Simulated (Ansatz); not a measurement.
Gas-phase reaction R1 → 2 P1, each structure at its B3LYP-D3(BJ)/def2-TZVP stationary point, reached from a drawn start (curvature not checked).
P1: N atom, charge 0, multiplicity 4.
R1, N2 (SMILES N#N) (charge 0, multiplicity 1):
```xyz
2

N      0.545     0.000     0.000
N     -0.545     0.000     0.000
```

P less R. No zero-point or thermal terms; singlets are restricted closed shells; open shells are unrestricted.

Cores are frozen in the correlated methods.

Run with Ansatz (Gaussian orbitals). All values are computed, each at the level named.

PBE/def2-TZVPP gives 243.05 kcal/mol for the reaction energy.

Task: How do the other levels lie against it? Give each less PBE: r2SCAN/def2-TZVPP, B3LYP/def2-TZVPP, wB97M-V/def2-TZVPP, B2PLYP/def2-TZVPP, MP2/cc-pVQZ, CCSD(T)/cc-pVQZ.

Result: r2SCAN/def2-TZVPP -23.37; B3LYP/def2-TZVPP -13.81; wB97M-V/def2-TZVPP -12.92; B2PLYP/def2-TZVPP -14.43; MP2/cc-pVQZ -8.29; CCSD(T)/cc-pVQZ -20.59 kcal/mol. 0 of 6 lie above PBE; the widest gap is to r2SCAN/def2-TZVPP.

Ansatz is a program for electronic structure.
